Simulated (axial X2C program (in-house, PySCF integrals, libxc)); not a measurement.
Outer orbitals of WSi⁺ at 2.417 Å, HF

Computed with an in-house all-electron X2C program for linear molecules (integrals from PySCF). Spin-free means the one-electron spin-free X2C Hamiltonian; two-component (2c) means X2C with spin–orbit coupling and atomic mean-field two-electron Coulomb and Gaunt terms, so the difference of the two also holds small scalar two-electron terms. Basis: W dyall-cv3z [13s14p9d7f4g], Si dyall-v3z [8s7p2d1f] (cores contracted in-house); Gaussian nuclei, density fitting, unrestricted open shells. Masses: W 183.951 u, Si 27.977 u.

The distance is close to the 2c PBE0 minimum; the highest filled and lowest empty levels are listed.

Spin-free orbitals, state M_S = 5/2, Λ = 0 (beyond evenly filled blocks: σα, π+α, π-α, δ+α, δ-α) (Löwdin shares):

```tsv
symmetry	occupied	ε (eV)	atomic character
σα	yes	-21.98	57% Si s, 16% W d, 11% W p
σβ	yes	-20.94	65% Si s, 11% W d, 11% W p
δ-α	yes	-15.39	100% W d
δ+α	yes	-15.39	100% W d
σα	yes	-15.04	70% W d, 12% W s, 9% Si p
π+α	yes	-15.03	79% W d, 13% Si p, 4% Si d
π-α	yes	-15.03	79% W d, 13% Si p, 4% Si d
σα	yes	-13.87	48% Si p, 38% W s, 7% Si s
σβ	yes	-13.52	74% Si p, 10% W d, 8% W s
π-α	no	-5.24	46% Si p, 33% W p, 16% W d
π+α	no	-5.24	46% Si p, 33% W p, 16% W d
π+β	no	-5.01	68% Si p, 16% W d, 10% W p
π-β	no	-5.01	68% Si p, 16% W d, 10% W p
```

Spinors with spin–orbit coupling (state Ω = 5/2):

```json
{"ω": "1/2", "occupied": "yes", "ε (eV)": "-22.54", "atomic character": "59% Si s, 14% W d, 12% W p", "λ mixture": "99% σ, 1% π"}
{"ω": "-1/2", "occupied": "yes", "ε (eV)": "-20.38", "atomic character": "64% Si s, 12% W d, 11% W p", "λ mixture": "99% σ, 1% π"}
{"ω": "-1/2", "occupied": "yes", "ε (eV)": "-15.90", "atomic character": "79% W d, 14% Si p, 3% Si d", "λ mixture": "97% π, 3% σ"}
{"ω": "-3/2", "occupied": "yes", "ε (eV)": "-15.79", "atomic character": "100% W d", "λ mixture": "99% δ, 1% π"}
{"ω": "1/2", "occupied": "yes", "ε (eV)": "-15.29", "atomic character": "51% W d, 35% Si p, 9% Si s", "λ mixture": "95% σ, 5% π"}
{"ω": "5/2", "occupied": "yes", "ε (eV)": "-15.06", "atomic character": "99% W d", "λ mixture": "100% δ"}
{"ω": "3/2", "occupied": "yes", "ε (eV)": "-14.97", "atomic character": "78% W d, 14% Si p, 4% Si d", "λ mixture": "100% π"}
{"ω": "1/2", "occupied": "yes", "ε (eV)": "-14.40", "atomic character": "47% W s, 31% Si p, 18% W d", "λ mixture": "98% σ, 2% π"}
{"ω": "-1/2", "occupied": "yes", "ε (eV)": "-13.65", "atomic character": "65% Si p, 18% W d, 6% W s", "λ mixture": "66% σ, 34% π"}
{"ω": "3/2", "occupied": "no", "ε (eV)": "-5.19", "atomic character": "48% Si p, 29% W p, 17% W d", "λ mixture": "100% π"}
{"ω": "-1/2", "occupied": "no", "ε (eV)": "-4.98", "atomic character": "46% Si p, 37% W p, 8% W d", "λ mixture": "72% π, 28% σ"}
{"ω": "1/2", "occupied": "no", "ε (eV)": "-4.96", "atomic character": "42% Si p, 26% W p, 17% W d", "λ mixture": "64% π, 36% σ"}
{"ω": "-3/2", "occupied": "no", "ε (eV)": "-4.79", "atomic character": "67% Si p, 17% W d, 11% W p", "λ mixture": "100% π"}
```

(1) How does the gap between the highest filled and lowest empty level change from the spin-free to the 2c table?

Mulliken charges and populations of the two-component result (they depend on the basis, above all on diffuse functions):

W 0.48 e (s 10.80 p 24.13 d 24.57 f 14.02), Si 0.52 e (s 5.82 p 7.56 d 0.09 f 0.01). ⟨Lz⟩ = -0.23 ħ and ⟨Sz⟩ = 2.73 ħ (2.43 and 0.30 on the two atoms), which add up to Ω.

Occupations by symmetry block were frozen at the best pattern of an incomplete PBE0 search. With several unpaired electrons one determinant need not be a pure state. This is the top spin component of a Σ state; components of lower Ω are not single determinants and can lie lower. The determinant is spin-polarised beyond a pure state at some levels (its spin-free form has ⟨S²⟩ too high), which makes Re and μ there less reliable.

## Answers

(1) From 8.28 to 8.46 eV at HF, a change of 0.18 eV.
